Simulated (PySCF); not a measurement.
H₇O₇Si₂ (SMILES O[Si](O)(O)O[Si](O)(O)[OH2+]), charge +1, singlet, geometry from GFN2-xTB.

Here is a job for PySCF.
```python
from pyscf import gto, scf, dft

mol = gto.M(
    atom='''
O     2.323233   -1.307642    0.954047
Si    1.383350   -0.656762   -0.165421
O     0.342572   -1.847028   -0.637380
O     2.028803    0.123331   -1.403627
O     0.352110    0.447253    0.488835
Si   -1.167652    0.893471    0.302426
O    -1.588365    1.730262   -0.983489
O    -1.884460    1.358001    1.638170
O    -1.885321   -0.674549   -0.186723
H     2.937890   -0.816768    1.493572
H     0.616886   -2.761417   -0.572797
H     2.764686   -0.175306   -1.932271
H    -1.471880    2.671118   -1.097057
H    -1.671614    1.085797    2.529530
H    -2.578963   -0.651592   -0.860643
H    -1.125341   -1.302794   -0.437057
''',
    basis='def2-sv(p)',
    charge=1,
    spin=0,
    verbose=4,
)

mf = dft.RKS(mol)
mf.xc = 'm062x'
mf = mf.density_fit(auxbasis='def2-universal-jkfit')
mf.kernel()
```

What Mulliken (on the basis functions themselves) charges in atom order does DF-M062X/def2-SV(P) run with PySCF give?

O1 -0.56, Si2 1.05, O3 -0.66, O4 -0.55, O5 -0.57, Si6 1.10, O7 -0.55, O8 -0.52, O9 -0.59, H10 0.39, H11 0.41, H12 0.39, H13 0.40, H14 0.39, H15 0.44, H16 0.43

Give the HOMO energy at the level DF-M062X/def2-SV(P).

-15.04 eV

What is the computed nuclear repulsion energy (DF-M062X/def2-SV(P))?

765.3045 Eh

Give the total energy at the level DF-M062X/def2-SV(P).

-1109.0294 Eh

Estimate the HOMO-LUMO gap that DF-M062X/def2-SV(P) returns for this input.

11.99 eV
